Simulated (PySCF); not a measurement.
C4H8O3Si.
Atom-mapped SMILES: `[CH3:1][O:2][CH2:3][Si@:4]1([OH:5])[CH:6]=[CH:7][O:8]1`

Definitions: NICS(0) = −σiso at the ring centroid; NICS(1) = −σiso and NICS(1)zz = −σzz at ±1 Å along the ring normal z. Level: GIAO PBE0/pcSseg-1 (PySCF, non-relativistic, gas phase) on the GFN2-xTB geometry, one conformer.

Ring bond lengths (Å), with Mayer bond orders in brackets: Si4–C6 1.890 (0.88), C6–C7 1.333 (1.73), C7–O8 1.377 (0.97), O8–Si4 1.720 (0.85).

Q: Give the NICS values of each ring in ppm.

A: 
```
        ring                                                            type  NICS(0)  NICS(1), two faces  NICS(1)zz, two faces  rms pucker (Å)  centre to ring atoms, mean (Å)
Si4–C6–C7–O8  4-membered ring with O and Si; formal bonds 1 double, 3 single     -1.9         -0.3 / -1.0             4.8 / 4.6            0.01                            1.11
```

Q: What can be read from them?

A: 
- Si4–C6–C7–O8: mean NICS(1)zz 4.7 ppm, deshielded. Si4 has four or more neighbours, so the value isn't read as a sign of a π ring current.

Q: At the first NICS(1) probe listed for ring Si4–C6–C7–O8, 1 Å off the ring, what do the in-plane components average?

A: The isotropic value is a third of the trace: (3 × -0.3 − (4.8))/2 = -2.8 ppm.

On Arm Neoverse N1, one thread, on a shared host, this took 51 s and 0.82 GiB of memory at its peak. This is the whole shielding run at PBE0/pcSseg-1, SCF included.

Conformer computed: `[CH3:1][O:2][CH2:3][Si@:4]1([OH:5])[CH:6]=[CH:7][O:8]1`: C1–O2–C3–Si4 -67°, O2–C3–Si4–O5 76°, H–O5–Si4–C3 157°.
